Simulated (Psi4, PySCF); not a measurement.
Input for PySCF:
```python
from pyscf import gto, scf

mol = gto.Mole()
mol.atom = '''
    Mg   -0.00000000    0.00000000    0.00000000
    O    -0.67410002    1.61759197   -0.90674974
    H    -1.47643835    1.68900628   -1.43316959
    H    -0.26435890    2.48826645   -0.90842274
    O     1.54915358    1.02153103    0.67067670
    H     1.60152104    1.50787032    1.49934817
    H     2.39901627    1.13013345    0.23260869
    O     1.01927525   -0.48278389   -1.61901432
    H     1.57980187   -1.25618434   -1.73574607
    H     1.05237658    0.00944227   -2.44519975
    O    -1.01927525    0.48278389    1.61901432
    H    -1.57980187    1.25618434    1.73574607
    H    -1.05237658   -0.00944227    2.44519975
    O    -1.54915358   -1.02153103   -0.67067670
    H    -1.60152104   -1.50787032   -1.49934817
    H    -2.39901627   -1.13013345   -0.23260869
    O     0.67410002   -1.61759197    0.90674974
    H     0.26435890   -2.48826645    0.90842274
    H     1.47643835   -1.68900628    1.43316959
'''
mol.basis = 'sto-3g'
mol.charge = 2
mol.verbose = 4
mol.build()

mf = scf.RHF(mol)
mf.kernel()
```

Task: Give the equivalent Psi4 input.

Result: One answer among several that fit: 
```
memory 2 GB

molecule mol {
2 1
Mg   -0.000000    0.000000    0.000000
O    -0.674100    1.617592   -0.906750
H    -1.476438    1.689006   -1.433170
H    -0.264359    2.488266   -0.908423
O     1.549154    1.021531    0.670677
H     1.601521    1.507870    1.499348
H     2.399016    1.130133    0.232609
O     1.019275   -0.482784   -1.619014
H     1.579802   -1.256184   -1.735746
H     1.052377    0.009442   -2.445200
O    -1.019275    0.482784    1.619014
H    -1.579802    1.256184    1.735746
H    -1.052377   -0.009442    2.445200
O    -1.549154   -1.021531   -0.670677
H    -1.601521   -1.507870   -1.499348
H    -2.399016   -1.130133   -0.232609
O     0.674100   -1.617592    0.906750
H     0.264359   -2.488266    0.908423
H     1.476438   -1.689006    1.433170
}

set {
  basis sto-3g
  reference rhf
  scf_type pk
  puream true
  d_convergence 1e-8
}

energy('scf')
print_variables()
```

Both were run: PySCF gave -647.049400 Eh and Psi4 -647.049400 Eh, 0.000 mEh apart.
